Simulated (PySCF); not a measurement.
Se(H)(F), HFSe, SMILES F[SeH], singlet, CAM-B3LYP/def2-SVP optimised geometry.

```
3

Se    -0.82    -0.73     0.00
H     -0.94     0.73     0.00
F      0.94    -0.73     0.00
```

Density from CAM-B3LYP/def2-TZVP (PySCF 2.14.0) at that geometry.

Minimum of the electron density along straight lines between bonded atoms, close to the bond critical point (lines longer than 1.1 times the sum of covalent radii, or with two minima, are not listed):

```
bond    length / Å  ρ at the minimum / e bohr⁻³  ∇²ρ there / e bohr⁻⁵  position (fraction from the first atom)
------  ----------  ---------------------------  --------------------  ---------------------------------------
Se1–H2       1.475                        0.181                     …                                     0.63
Se1–F3       1.763                            …                     …                                     0.47
```

Question: Complete the blanks.

Answer: 
- Se1–H2, ∇²ρ there / e bohr⁻⁵: -0.37
- Se1–F3, ρ at the minimum / e bohr⁻³: 0.156
- Se1–F3, ∇²ρ there / e bohr⁻⁵: 0.33
